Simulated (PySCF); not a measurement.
Spinor energies of Mn⁴⁺ (manganese, charge +4)

Start: [Ar] 3d3; 3d3/2 filled at m_j = -1/2, +1/2, +3/2. Calculated with PySCF 2.14 in x2c-SVPall-2c: generalised Hartree-Fock with the X2C-1e Hamiltonian and a Gaussian nucleus; one run each with spin-orbit coupling (SO) switched off, then screened by Boettger's factors.

```json
{"spinor shell": "1s1/2", "electrons": "2", "ε, spin-free (eV)": "-6661.3", "ε, screened SO (eV)": "-6661.3", "weight of nominal j (screened SO)": "1.000", "rms radius, screened SO (bohr)": "0.0704"}
{"spinor shell": "2s1/2", "electrons": "2", "ε, spin-free (eV)": "-868.78", "ε, screened SO (eV)": "-868.77", "weight of nominal j (screened SO)": "1.000", "rms radius, screened SO (bohr)": "0.301"}
{"spinor shell": "2p1/2", "electrons": "2", "ε, spin-free (eV)": "-742.74", "ε, screened SO (eV)": "-750.52", "weight of nominal j (screened SO)": "0.982", "rms radius, screened SO (bohr)": "0.271"}
{"spinor shell": "2p3/2", "electrons": "4", "ε, spin-free (eV)": "-742.74", "ε, screened SO (eV)": "-738.88", "weight of nominal j (screened SO)": "0.991", "rms radius, screened SO (bohr)": "0.273"}
{"spinor shell": "3s1/2", "electrons": "2", "ε, spin-free (eV)": "-164.54", "ε, screened SO (eV)": "-164.53", "weight of nominal j (screened SO)": "1.000", "rms radius, screened SO (bohr)": "0.908"}
{"spinor shell": "3p1/2", "electrons": "2", "ε, spin-free (eV)": "-125.69", "ε, screened SO (eV)": "-128.03", "weight of nominal j (screened SO)": "0.653", "rms radius, screened SO (bohr)": "0.965"}
{"spinor shell": "3p3/2", "electrons": "4", "ε, spin-free (eV)": "-125.69", "ε, screened SO (eV)": "-124.52", "weight of nominal j (screened SO)": "0.826", "rms radius, screened SO (bohr)": "0.969"}
{"spinor shell": "3d3/2", "electrons": "3", "ε, spin-free (eV)": "-75.377", "ε, screened SO (eV)": "-75.399", "weight of nominal j (screened SO)": "0.616", "rms radius, screened SO (bohr)": "1.05"}
```

```json
{"quantity": "E (hartree)", "spin-free": "-1153.35391", "screened SO": "-1153.36734"}
{"quantity": "M_J", "spin-free": "3/2", "screened SO": "3/2"}
{"quantity": "⟨J²⟩", "spin-free": "6.754", "screened SO": "6.642"}
{"quantity": "⟨L²⟩", "spin-free": "12.003", "screened SO": "12.000"}
{"quantity": "⟨S²⟩", "spin-free": "3.750", "screened SO": "3.749"}
```

The determinant has a definite M_J but mixes levels of different J.

Each row is a mean over spinors that exchange with the open shell spreads, by up to 12.122 eV (3p1/2).

Rows whose weight is well below 1 are mixtures of j = l ± 1/2: exchange outweighs spin-orbit coupling there, and the label is only the starting occupation.

Without spin-orbit coupling the j labels of p, d and f shells carry no meaning; the spin-free column gives the mean over the occupied spinors of each nl shell, and its ⟨J²⟩ belongs to a mixture of degenerate components.
